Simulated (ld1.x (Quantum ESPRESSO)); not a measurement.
# LDA (PZ) TM dataset for Ge (Z = 32), fully relativistic all-electron reference.

- Element: Ge (Z = 32)
- Generator: ld1.x (Quantum ESPRESSO) 7.5
- Type: norm-conserving Troullier–Martins (Kleinman–Bylander form)
- Functional: LDA (PZ)
- Relativity: fully relativistic
- Frozen core: [Ne]
- Valence charge: 22
- Reference configuration: 3s2 3p6 3d10 4s2 4p2
- Partial waves: 3s (bound): rc 0.80 bohr; 3d (bound): rc 0.80 bohr; 3p (bound): rc 0.90 bohr
- Local potential: the p channel
- Core correction: none

Open shells are filled in proportion to 2j + 1 (rel_dist='average').

Occupied shells without a wave of their own: 4p, 4s. They enter only through the test configuration that unscreens the potential.

All-electron outer shells of the reference configuration (LDA (PZ), scalar-relativistic, ld1.x):

| shell | level (eV) | outermost node (bohr) | outermost maximum (bohr) |
| --- | --- | --- | --- |
| 2s | -1369.45 | 0.06 | 0.18 |
| 2p | -1198.06 | – | 0.14 |
| 3s | -167.73 | 0.26 | 0.54 |
| 3p | -115.38 | 0.23 | 0.54 |
| 3d | -29.55 | – | 0.50 |
| 4s | -11.95 | 0.77 | 1.73 |
| 4p | -4.05 | 0.82 | 2.19 |

Results:

- Largest excitation error: -935 meV (all-electron minus pseudo) for 3s2 3p6 3d10 4s1 4p0, out of 7 test configurations

A Bessel basis up to 400 Ry misses an occupied level by 3.26 Ry, so cutoffs and ghosts were not judged. The potential misses its own reference levels by up to 2.9 eV, so it is not fit for use.

Generation and tests took about 2.2 s on one core of a shared server CPU.
